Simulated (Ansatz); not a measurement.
Coupled-cluster run, C$_{2}$H$_{9}$AlOS, SMILES `[CH3][Al-]([CH3])([OH])[SH2+]`.

```yaml
crystal:
  periodic: [false, false, false]
  atoms:
    - {symbol: C, position_ang: [-1.932951, 0.510269, 0.205984]}
    - {symbol: Al, position_ang: [-0.151361, -0.299910, 0.352595]}
    - {symbol: C, position_ang: [1.412273, 0.733174, 0.925429]}
    - {symbol: O, position_ang: [-0.016340, -2.002642, 0.603856]}
    - {symbol: S, position_ang: [0.456217, -0.554983, -2.188657]}
    - {symbol: H, position_ang: [-2.373507, 0.670757, 1.196363]}
    - {symbol: H, position_ang: [-1.897703, 1.490523, -0.281228]}
    - {symbol: H, position_ang: [-2.635764, -0.110362, -0.358764]}
    - {symbol: H, position_ang: [2.349342, 0.192968, 0.758273]}
    - {symbol: H, position_ang: [1.360453, 0.945981, 1.999004]}
    - {symbol: H, position_ang: [1.487284, 1.700963, 0.418531]}
    - {symbol: H, position_ang: [-0.789401, -2.562602, 0.640876]}
    - {symbol: H, position_ang: [1.526660, -1.295698, -1.858032]}
    - {symbol: H, position_ang: [1.191898, 0.552360, -2.385428]}
basis:
  gaussian: {orbitals: def2-SVP}
correlation: {method: ccsd_t}
```

```sh
$ ansatz run in.yaml --threads 4 --pin off --events-out ev --progress --plain --max-ram 10444MiB
```

Log, shortened:

```
Functional definition: HF
1210 factors; integrals over basis functions are off by at most 1.3e-3 eV
mean field evaluation 1: about -21628.9032 eV, gradient 4.8e1 eV
mean field evaluation 2: about -21628.9110 eV, gradient 4.8e1 eV
mean field evaluation 4: about -21634.1974 eV, gradient 4.0e0 eV
mean field evaluation 8: about -21634.2560 eV, gradient 2.3e-4 eV
mean field -21634.25600274 eV, -795.0442438752 hartree, gradient 2.2e-6 eV, S^2 0.000000; 0 other end points of the search recorded, 0 dependent functions left out
13 core orbitals not correlated: weight in the atoms' cores, before any rotation towards them, 1.000 or more for the frozen orbitals, at most 0.000 for the correlated occupied ones
reference -21634.25600274 eV, -795.0442438752 hartree; 16, 16 occupied and 94, 94 virtual orbitals, 1210 factors
second order -18.93622188 eV of doubles, -0.00000000 eV of singles
cycle   1  -20.12027743 eV  change    -1.2e0 eV  update   9.2e-2
cycle   2  -20.61129133 eV  change   -4.9e-1 eV  update   2.8e-2
cycle   3  -20.71262507 eV  change   -1.0e-1 eV  update   1.3e-2
cycle   4  -20.71375364 eV  change   -1.1e-3 eV  update   3.0e-3
cycle   5  -20.71312251 eV  change    6.3e-4 eV  update   1.2e-3
cycle   6  -20.71304898 eV  change    7.4e-5 eV  update   3.8e-4
cycle   7  -20.71295456 eV  change    9.4e-5 eV  update   1.4e-4
cycle   8  -20.71293950 eV  change    1.5e-5 eV  update   4.7e-5
cycle   9  -20.71294243 eV  change   -2.9e-6 eV  update   1.5e-5
perturbative correction -0.50325691 eV, -0.0184943502 hartree
Total energy: -21655.47220207 eV, -795.8239248199 hartree
```

Run time 7.5 s (4 threads of an Arm Neoverse V2 on a shared host); peak host memory 0.68 GiB.

The correlation energy is -21.216 eV, 2.4 % of it from (T); the T1 diagnostic reads 0.0098.
